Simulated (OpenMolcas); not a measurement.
Re5+ among 4 point charges of -1 e arranged as a tetrahedron (Td), 1.91 Å from the ion.
```
   1.1027    1.1027    1.1027  -1.00
   1.1027   -1.1027   -1.1027  -1.00
  -1.1027    1.1027   -1.1027  -1.00
  -1.1027   -1.1027    1.1027  -1.00
```

```
Program             : OpenMolcas 26.06
Method              : CASSCF
Basis               : ANO-RCC-VDZP [7s6p4d2f1g]
Scalar Hamiltonian  : DKH2, point nucleus
Active space        : 2 electrons in 5 orbitals (5d)
State averaging     : 2S+1 = 3 even, 10 roots; 2S+1 = 1 even, 15 roots
Spin-orbit coupling : RASSI with atomic mean-field integrals over the reference wave functions
```

Task: What is the spin-free ground state (labels of Td)?

Result: 3A2, 1-fold in its orbital part, 100 % from free-ion F terms; it has the highest spin that d2 allows.

Task: Where is the first state of the same spin?

Result: 3T2 at 2850 cm-1 above the ground state.

Task: What are the lowest two levels with spin-orbit coupling?

Result: A 3-fold level T2, then a 2-fold level E 1172 cm-1 above it. Their leading multiplicities are 3 (92 %) and 3 (88 %).

Task: What is χT at 300 K, and how does it compare with the textbook value?

Result: The lowest level has 2S+1 = 3, for which the spin-only value is χT = S(S+1) / 2 = 1.000 cm3 K/mol (g = 2). The computed 0.155 at 300 K differs by -0.845, through orbital momentum, spin-orbit coupling and any other state in reach.

Task: Which ligand-field parameters describe the states?

Result: A least-squares ligand-field fit to the states below 45000 cm-1, each weighted by its degeneracy and with a free common offset, gives 10Dq = -2879 cm-1 (negative for this site), B = 861 cm-1 and C = 3537 cm-1 (C/B = 4.11), with an rms deviation of 26 cm-1. 

Spin-orbit coupling mixes the spin-free states strongly: the lowest level takes only 42 % from its leading state, 3T2, which lies 2846 cm-1 above the lowest spin-free state. Without dynamic correlation the repulsion within the d shell is too large (B by tens of per cent), so at a given field states of lower spin stand too high. This is an electrostatic model: the charges have no orbitals. No measured value stands beside these numbers.
